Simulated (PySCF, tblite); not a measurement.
Species: C₆H₉FSi.
Structure used (GFN2-xTB), in Å, numbered top down from 1:
```xyz
17
C6H9FSi angstrom
C      2.325   -0.325    1.763
C      1.623   -0.241    0.797
C      0.730   -0.159   -0.346
C      0.851   -1.423   -1.201
C     -0.694    0.035    0.147
C     -1.094    1.460    0.622
Si    -2.022    0.863   -0.890
F     -3.544    0.366   -0.683
H      2.951   -0.393    2.602
H      1.022    0.710   -0.949
H      1.874   -1.554   -1.546
H      0.568   -2.298   -0.620
H      0.192   -1.351   -2.064
H     -0.988   -0.757    0.831
H     -1.578    1.520    1.587
H     -0.317    2.207    0.532
H     -1.906    1.351   -2.237
```

The calculation used B3LYP/def2-SVPD in PySCF (dipole) on a GFN2-xTB geometry, gas phase.

Masses are those of the commonest isotopes; rigid-rotor values at the optimised geometry. The values belong to one conformer with, in the numbering `[CH:1]#[C:2][C@@H:3]([CH3:4])[C@H:5]1[CH2:6][Si@@H:7]1[F:8]`, C2–C3–C5–C6 78°.

(1) Give the principal moments of inertia and the rotational constants in MHz.

(2) What kind of rotor is it?

(3) Is it planar, by Δ = Ic − Ia − Ib?

(4) Give the other two planar moments, Paa and Pbb, and the rms extents of the mass along the axes.

(5) Predict some low-J microwave lines.

## Answers

(1) Ia = 139.85, Ib = 559.21, Ic = 642.84 u·Å²; 505379 MHz·u·Å²/I gives A = 3614, B = 903.7, C = 786.2 MHz.

(2) A near-prolate asymmetric top; Ray's κ = -0.917.

(3) Not planar: Δ = Ic − Ia − Ib = -56.22 u·Å². For a rigid frame Δ = −2 Σ m c², so Σ m c² = 28.11 u·Å² lies off the ab plane: 10.06 from hydrogen and 18.05 from heavier atoms. The atom farthest from that plane is 1.56 Å away.

(4) Paa = Σ m a² = (Ib + Ic − Ia)/2 = 531.10 and Pbb = Σ m b² = (Ia + Ic − Ib)/2 = 111.74 u·Å². With the mass M = 128.05 u, the rms extents √(P/M) along a, b and c are 2.04, 0.93, 0.47 Å.

(5) The dipole components are |μa| = 0.62 D, |μb| = 0.31 D, |μc| = 1.04 D. Intensities carry the squares of the components, which stand as 0.35 : 0.09 : 1.00 (a : b : c). Some lines, for components of 0.1 D or more:

| type | branch | J(Ka,Kc) | MHz | lower level (cm⁻¹) |
| --- | --- | --- | --- | --- |
| b | R | 2(0,2) ← 1(1,1) | 666 | 0.147 |
| a | R | 1(0,1) ← 0(0,0) | 1690 | 0.000 |
| c | Q | 2(1,2) ← 2(0,2) | 2596 | 0.169 |
| b | Q | 2(1,1) ← 2(0,2) | 2949 | 0.169 |
| b | R | 1(1,1) ← 0(0,0) | 4400 | 0.000 |
| c | R | 1(1,0) ← 0(0,0) | 4517 | 0.000 |
| c | R | 2(1,1) ← 1(0,1) | 6325 | 0.056 |
| c | Q | 2(2,1) ← 2(1,1) | 8130 | 0.267 |
| b | Q | 2(2,1) ← 2(1,2) | 8482 | 0.256 |
| b | R | 2(2,1) ← 1(1,0) | 11627 | 0.151 |
| c | R | 2(2,0) ← 1(1,0) | 11631 | 0.151 |
| c | R | 2(2,1) ← 1(1,1) | 11745 | 0.147 |
| b | R | 2(2,0) ← 1(1,1) | 11748 | 0.147 |

Its GFN2-xTB frequencies are all real (lowest 48 cm⁻¹). These are rigid-rotor constants of the computed structure; measured ground-state constants (B0) also hold zero-point vibration. A rigid rotor knows nothing of internal rotation, which can split or shift real lines.
